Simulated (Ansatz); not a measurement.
Basis-set series for CuH$_{6}$NSi$_{2}$ (`[SiH3][N]([SiH3])[Cu]`). Total charge 0; spin multiplicity 1. The geometry is a stationary point of PBE0-D4/def2-TZVP.

```json
{"functional": "PBE0-D4", "basis": "def2-SVP", "functions": "111", "energy (Eh)": "-2276.86205", "HOMO (eV)": "-6.30", "LUMO (eV)": "-2.55"}
{"functional": "PBE0-D4", "basis": "def2-QZVPP", "functions": "477", "energy (Eh)": "-2277.44775", "HOMO (eV)": "-6.60", "LUMO (eV)": "-2.83"}
{"functional": "ωB97M-V", "basis": "def2-SVP", "functions": "111", "energy (Eh)": "-2277.24619", "HOMO (eV)": "-8.52", "LUMO (eV)": "-0.99"}
{"functional": "ωB97M-V", "basis": "def2-QZVPP", "functions": "477", "energy (Eh)": "-2277.83321", "HOMO (eV)": "-8.84", "LUMO (eV)": "-1.31"}
```

(1) Give the rows for def2-TZVPP. (An estimate is asked.)

Answers

(1) Ansatz gave: 
```tsv
functional	basis	functions	energy (Eh)	HOMO (eV)	LUMO (eV)
PBE0-D4	def2-TZVPP	263	-2277.38119	-6.58	-2.84
ωB97M-V	def2-TZVPP	263	-2277.76982	-8.83	-1.27
```

Scalar relativity is left out up to krypton.
